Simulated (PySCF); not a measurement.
**Broadened absorption spectrum of ZnCl2(H2O)2**

ZnCl2(H2O)2 (singlet state).
Z-matrix (Å and degrees, PBE0-D3(BJ)/def2-SVP geometry), rows numbered from 1:
```
Zn
Cl  1  2.1781
Cl  1  2.1929  2  144.36
O   1  2.1044  2  111.14  3  -124.84
H   4  0.9722  1   97.84  2   143.35
H   4  0.9658  1  116.01  2    29.86
O   1  2.1095  2   94.59  3   118.62
H   7  0.9699  1  100.23  2   -12.08
H   7  0.9668  1  110.04  2  -124.65
```

Method used: PySCF 2.14.0, density-fitted response routines, TDDFT B3LYP/def2-SVPD, vertical, gas phase, core orbitals frozen in the response.

Broadening: Gaussians 0.3 eV wide at half height, area fixed by f = 4.319×10⁻⁹ ∫ε dν̃. The cross-section is σ = 3.8235×10⁻²¹ ε cm², given in Mb (10⁻¹⁸ cm²). The width is an assumption, not a result. The curve ends short of the highest state used, and states not computed would add to its high-energy end.

(E (eV), σ (Mb)): (5.33, 0.01), (5.39, 0.04), (5.45, 0.16), (5.51, 0.49), (5.57, 1.23), (5.63, 2.58), (5.69, 4.70), (5.75, 7.98), (5.81, 13.36), (5.87, 22.10), (5.94, 36.61), (6.00, 49.49), (6.06, 57.21), (6.12, 55.55), (6.18, 44.80), (6.24, 29.77), (6.30, 16.22), (6.36, 7.29), (6.42, 2.99), (6.48, 1.93), (6.55, 3.30), (6.61, 6.09), (6.67, 9.93), (6.73, 14.44), (6.79, 19.80), (6.85, 26.71), (6.91, 34.91), (6.97, 41.74), (7.03, 43.22), (7.09, 37.48)

(1) Locate the maxima and give the states behind the curve.

(2) Coming from long wavelengths, where does ε first pass 100 L mol⁻¹ cm⁻¹?

(3) On this curve, what absorbance would a 10⁻⁵ mol/L sample give at 222 nm over a 1 cm path?

Answers

(1) 204 nm (6.08 eV), ε about 15000, made up of S3 (35%) and S4 (64%); 177 nm (7.01 eV), ε about 11000, made up of S9 (52%) and S10 (38%) (ε in L mol⁻¹ cm⁻¹; maxima over ε = 5, shares over 10%). The states used: S1 5.78 eV (f 0.012); S2 5.88 eV (f 0.0035); S3 6.01 eV (f 0.067); S4 6.12 eV (f 0.113); S5 6.57 eV (f 0.0002); S6 6.71 eV (f 0.0079); S7 6.78 eV (f 0.024); S8 6.92 eV (f 0.011); S9 7.01 eV (f 0.066); S10 7.06 eV (f 0.051); S11 7.51 eV (f 0.0044); S12 7.60 eV (f 0.062); S13 7.64 eV (f 0.043); S14 7.65 eV (f 0.026); S15 7.69 eV (f 0.014).

(2) At about 226 nm (5.50 eV), 0.28 eV below S1.

(3) 222 nm is 5.585 eV, where ε is about 390 L mol⁻¹ cm⁻¹, so A = ε c l ≈ 0.0039 (Beer–Lambert, with the gas-phase spectrum and the assumed width).
